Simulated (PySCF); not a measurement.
**TaSe: frontier orbitals**

PBE at R = 2.278 Å; PySCF, scalar-relativistic core potentials, basis sets Ta def2-TZVPP with ECP60, Se def2-TZVPP. State: ⁴Σ⁻ (quartet), unpaired electrons σ ↑, δ ↑↑. Only the outer orbitals are listed, counted within each symmetry, core potentials removing the inner ones.

```
spin  orbital  occ.  ε (eV)  on Ta (%)            main shells (%)
   α       9σ     1  -15.59         10                    90 Se s
   α      10σ     1   -7.18         35  61 Se p, 20 Ta s, 14 Ta d
   α       5π     1   -6.19         34           65 Se p, 31 Ta d
   α       5π     1   -6.19         34           65 Se p, 31 Ta d
   α      11σ     1   -5.28         98           61 Ta s, 35 Ta d
   α       2δ     1   -3.96        100                   100 Ta d
   α       2δ     1   -3.96        100                   100 Ta d
   α       6π     0   -3.16         77  58 Ta d, 23 Se p, 18 Ta p
   α       6π     0   -3.16         77  58 Ta d, 23 Se p, 18 Ta p
   α      12σ     0   -2.70         80  41 Ta p, 32 Ta d, 19 Se p
   β       4π     1  -36.02        100                   100 Ta p
   β       4π     1  -36.02        100                   100 Ta p
   β       9σ     1  -15.74          8                    92 Se s
   β      10σ     1   -6.99         29  68 Se p, 15 Ta d, 13 Ta s
   β       5π     1   -6.09         19           80 Se p, 17 Ta d
   β       5π     1   -6.09         19           80 Se p, 17 Ta d
   β      11σ     0   -3.26         98           80 Ta s, 11 Ta d
   β       6π     0   -2.07         83           75 Ta d, 15 Se p
   β       6π     0   -2.07         83           75 Ta d, 15 Se p
```

**Question.** Which are the highest filled and the lowest empty level, where do they sit, and how wide is the gap?

**Answer.** Highest filled α 2δ at -3.96 eV (in %: 100 Ta d); lowest empty β 11σ at -3.26 eV (in %: 80 Ta s, 11 Ta d); the gap at PBE is 0.70 eV.

| Quantity | Value |
| --- | --- |
| bond order (Mayer) | 2.56 |
| ⟨S²⟩ | 3.805 |
| charge on Ta (Mulliken, basis-dependent) | 0.17 |
| charge on Ta (Löwdin, basis-dependent) | -0.27 |
| dipole moment (positive dipole means Ta(−)Se(+)) | -4.02 D |
| polarisability along the bond | 104.3 bohr³ |
| polarisability across the bond | 81.4 bohr³ |

Spin–orbit coupling is left out. With d or f electrons several states lie close, and the lowest PBE0 determinant need not be the measured ground state.
